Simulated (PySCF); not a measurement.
PySCF job for Be(H)(Me) (CH₄Be), SMILES [BeH][CH3], TDDFT-LC-ωPBE/def2-TZVPD. Coordinates come from a PBE0-D3(BJ)/def2-TZVPD optimisation.

```python
import numpy as np
from pyscf import gto, scf, dft, tdscf

mol = gto.M(
    atom='''
    Be    0.00000000    0.00000000   -1.06906826
    H     0.00000000   -0.00000000   -2.40742563
    C    -0.00000000   -0.00000000    0.60562158
    H    -0.87976247    0.50793110    1.01665640
    H     0.87976247    0.50793110    1.01665641
    H     0.00000000   -1.01586219    1.01665641
    ''',
    basis='def2-TZVPD',
    charge=0,
    spin=0,
    symmetry=True,
    max_memory=1600,
    verbose=4,
)
mf = dft.RKS(mol, xc='lc_wpbe').density_fit(auxbasis='def2-universal-jkfit')
mf.grids.level = 3
mf.conv_tol = 1e-9
mf.max_cycle = 100
mf.kernel()
mf.grids = dft.Grids(mol).set(level=1).build(with_non0tab=True)  # coarser grid for the response kernel
td = tdscf.TDDFT(mf)
td.singlet = True
td.nstates = 10
td.conv_tol = 1e-4
td.kernel(x0=td.get_init_guess(mf, 15))
td.analyze()
tt = tdscf.TDA(mf)
tt.singlet = False
tt.nstates = 4
tt.conv_tol = 1e-4
tt.kernel(x0=tt.get_init_guess(mf, 9))
tt.analyze(verbose=3)
```

Program output:

```
PySCF version 2.14.0

[INPUT] verbose = 4
[INPUT] num. atoms = 6
[INPUT] num. electrons = 14
[INPUT] charge = 0
[INPUT] spin (= nelec alpha-beta = 2S) = 0
[INPUT] symmetry True subgroup None
[INPUT] Mole.unit = angstrom
[INPUT] Symbol           X                Y                Z      unit          X                Y                Z       unit  Magmom
[INPUT]  1 Be     0.000000000000   0.000000000000  -1.069068260000 AA    0.000000000000   0.000000000000  -2.020246219865 Bohr   0.0
[INPUT]  2 H      0.000000000000   0.000000000000  -2.407425630000 AA    0.000000000000   0.000000000000  -4.549375105959 Bohr   0.0
[INPUT]  3 C      0.000000000000   0.000000000000   0.605621580000 AA    0.000000000000   0.000000000000   1.144458921326 Bohr   0.0
[INPUT]  4 H     -0.879762470000   0.507931100000   1.016656400000 AA   -1.662510122971   0.959850669149   1.921202158786 Bohr   0.0
[INPUT]  5 H      0.879762470000   0.507931100000   1.016656410000 AA    1.662510122971   0.959850669149   1.921202177684 Bohr   0.0
[INPUT]  6 H      0.000000000000  -1.015862190000   1.016656410000 AA    0.000000000000  -1.919701319401   1.921202177684 Bohr   0.0

nuclear repulsion = 22.9948121424261
point group symmetry = C3v, use subgroup Cs
symmetry origin: [0.00000000e+00 1.34980436e-09 4.04941300e-09]
symmetry axis x: [ 8.66025404e-01  5.00000000e-01 -7.19689784e-10]
symmetry axis y: [6.23026035e-10 3.60266820e-10 1.00000000e+00]
symmetry axis z: [ 5.00000000e-01 -8.66025404e-01  4.87200470e-13]
num. orbitals of irrep A' = 64
num. orbitals of irrep A" = 31
number of shells = 43
number of NR pGTOs = 127
number of NR cGTOs = 95
basis = def2-TZVPD
ecp = {}


[settings echo left out]
init E= -55.1571477749433
HOMO (A') = -0.343377722450411  LUMO (A') = 0.0179052891322861  gap/eV = 9.83101
cycle= 1 E= -55.1929954346858  delta_E= -0.0358  |g|= 0.248  |ddm|= 2.45
HOMO (A') = -0.380978486839265  LUMO (A") = 0.0442605677759284  gap/eV = 11.57134
cycle= 2 E= -55.2087126584108  delta_E= -0.0157  |g|= 0.144  |ddm|= 0.45
HOMO (A') = -0.417115458137076  LUMO (A") = 0.0431117491341831  gap/eV = 12.52342
cycle= 3 E= -55.214044890007  delta_E= -0.00533  |g|= 0.0283  |ddm|= 0.165
HOMO (A') = -0.414048162345766  LUMO (A") = 0.0441953195806069  gap/eV = 12.46944
cycle= 4 E= -55.2144265605906  delta_E= -0.000382  |g|= 0.00323  |ddm|= 0.0575
HOMO (A') = -0.414127749589699  LUMO (A") = 0.0441707735383997  gap/eV = 12.47094
cycle= 5 E= -55.2144345271192  delta_E= -7.97e-06  |g|= 0.000511  |ddm|= 0.011
HOMO (A') = -0.414271268415504  LUMO (A") = 0.0441313685799334  gap/eV = 12.47377
cycle= 6 E= -55.2144347299974  delta_E= -2.03e-07  |g|= 0.000105  |ddm|= 0.00238
HOMO (A') = -0.414262945260706  LUMO (A") = 0.0441387131669128  gap/eV = 12.47374
cycle= 7 E= -55.2144347359579  delta_E= -5.96e-09  |g|= 2.09e-05  |ddm|= 0.000436
HOMO (A') = -0.414264723289282  LUMO (A") = 0.0441376266932921  gap/eV = 12.47376
cycle= 8 E= -55.2144347363532  delta_E= -3.95e-10  |g|= 3.56e-06  |ddm|= 0.000124
HOMO (A') = -0.414264675196357  LUMO (A") = 0.0441376036137272  gap/eV = 12.47376
Extra cycle  E= -55.2144347363639  delta_E= -1.07e-11  |g|= 1.21e-06  |ddm|= 1.35e-05
converged SCF energy = -55.2144347363639
tot grids = 20152


******** <class 'pyscf.tdscf.rks.TDDFT'> for <class 'pyscf.df.df_jk.DFSymAdaptedRKS'> ********
nstates = 10 singlet
deg_eia_thresh = 1.000e-03
wfnsym = None
conv_tol = 0.0001
eigh lindep = 1e-12
eigh level_shift = 0
eigh max_cycle = 100


Excitation energies (eV)
[ 6.78939018  6.78939332  8.13494354  8.45986388  8.45986629  9.27870702
  9.55686031  9.55686246  9.69232278 10.03948572]

** Singlet excitation energies and oscillator strengths **
Excited State   1:  ???      6.78939 eV    182.61 nm  f=0.0034
       7 -> 9        -0.54329
       7 -> 13       -0.42538
Excited State   2:  ???      6.78939 eV    182.61 nm  f=0.0034
       7 -> 8        -0.54329
       7 -> 12       -0.42538
Excited State   3:  ???      8.13494 eV    152.41 nm  f=0.1323
       6 -> 10       -0.18794
       7 -> 10        0.64174
       7 -> 14        0.10466
       7 -> 17        0.15861
Excited State   4:  ???      8.45986 eV    146.56 nm  f=0.2470
       6 -> 9        -0.58461
       6 -> 13       -0.37164
Excited State   5:  ???      8.45987 eV    146.56 nm  f=0.2470
       6 -> 8         0.58461
       6 -> 12        0.37164
Excited State   6:  ???      9.27871 eV    133.62 nm  f=0.1409
       6 -> 11        0.27241
       7 -> 10       -0.10442
       7 -> 11        0.60672
       7 -> 17        0.10279
Excited State   7:  ???      9.55686 eV    129.73 nm  f=0.0358
       7 -> 9        -0.40759
       7 -> 13        0.52636
       7 -> 16        0.14192
       7 -> 24       -0.13256
Excited State   8:  ???      9.55686 eV    129.73 nm  f=0.0358
       7 -> 8        -0.40760
       7 -> 12        0.52636
       7 -> 15        0.14192
       7 -> 25       -0.13256
Excited State   9:  ???      9.69232 eV    127.92 nm  f=0.0572
       6 -> 10        0.62076
       6 -> 17        0.18728
       7 -> 10        0.19523
       7 -> 14       -0.13803
Excited State  10:  ???     10.03949 eV    123.50 nm  f=0.0000
       4 -> 8         0.39492
       4 -> 12        0.28949
       5 -> 9        -0.39463
       5 -> 13       -0.28930

** Transition electric dipole moments (AU) **
state          X           Y           Z        Dip. S.      Osc.
  1        -0.1237     -0.0714      0.0000      0.0204      0.0034
  2         0.0714     -0.1237     -0.0000      0.0204      0.0034
  3         0.0000     -0.0000      0.8148      0.6639      0.1323
  4        -0.9454     -0.5458      0.0000      1.1916      0.2470
  5        -0.5458      0.9454     -0.0000      1.1916      0.2470
  6        -0.0000     -0.0000      0.7872      0.6197      0.1409
  7        -0.3384     -0.1954      0.0000      0.1527      0.0358
  8         0.1954     -0.3384     -0.0000      0.1527      0.0358
  9         0.0000      0.0000      0.4909      0.2410      0.0572
 10         0.0000     -0.0000     -0.0000      0.0000      0.0000

** Transition velocity dipole moments (imaginary part, AU) **
state          X           Y           Z        Dip. S.      Osc.
  1        -0.0305     -0.0176      0.0000      0.0012      0.0033
  2         0.0176     -0.0305      0.0000      0.0012      0.0033
  3        -0.0000      0.0000      0.2409      0.0580      0.1294
  4        -0.2928     -0.1691      0.0000      0.1143      0.2452
  5        -0.1691      0.2928      0.0000      0.1143      0.2452
  6        -0.0000     -0.0000      0.2666      0.0711      0.1389
  7        -0.1148     -0.0663      0.0000      0.0176      0.0333
  8         0.0663     -0.1148     -0.0000      0.0176      0.0333
  9         0.0000      0.0000      0.1728      0.0298      0.0559
 10         0.0000     -0.0000     -0.0000      0.0000      0.0000

** Transition magnetic dipole moments (imaginary part, AU) **
state          X           Y           Z
  1         0.7064     -1.2235      0.0000
  2         1.2235      0.7064      0.0000
  3        -0.0000      0.0000     -0.0000
  4         0.5637     -0.9764     -0.0000
  5        -0.9763     -0.5637     -0.0000
  6        -0.0000     -0.0000     -0.0000
  7        -0.0637      0.1103      0.0000
  8        -0.1103     -0.0637      0.0000
  9         0.0000     -0.0000     -0.0000
 10        -0.0000     -0.0001     -0.2727


******** <class 'pyscf.tdscf.rks.TDA'> for <class 'pyscf.df.df_jk.DFSymAdaptedRKS'> ********
nstates = 4 triplet
deg_eia_thresh = 1.000e-03
wfnsym = None
conv_tol = 0.0001
eigh lindep = 1e-12
eigh level_shift = 0
eigh max_cycle = 100


Excitation energies (eV)
[6.15264654 6.1526482  6.94918192 6.94918568]

** Triplet excitation energies and oscillator strengths **
Excited State   1:  ???      6.15265 eV    201.51 nm  f=0.0000
Excited State   2:  ???      6.15265 eV    201.51 nm  f=0.0000
Excited State   3:  ???      6.94918 eV    178.42 nm  f=0.0000
Excited State   4:  ???      6.94919 eV    178.42 nm  f=0.0000
```

The calculation finished and met its thresholds.

Cost: around 40 core-seconds (rough).
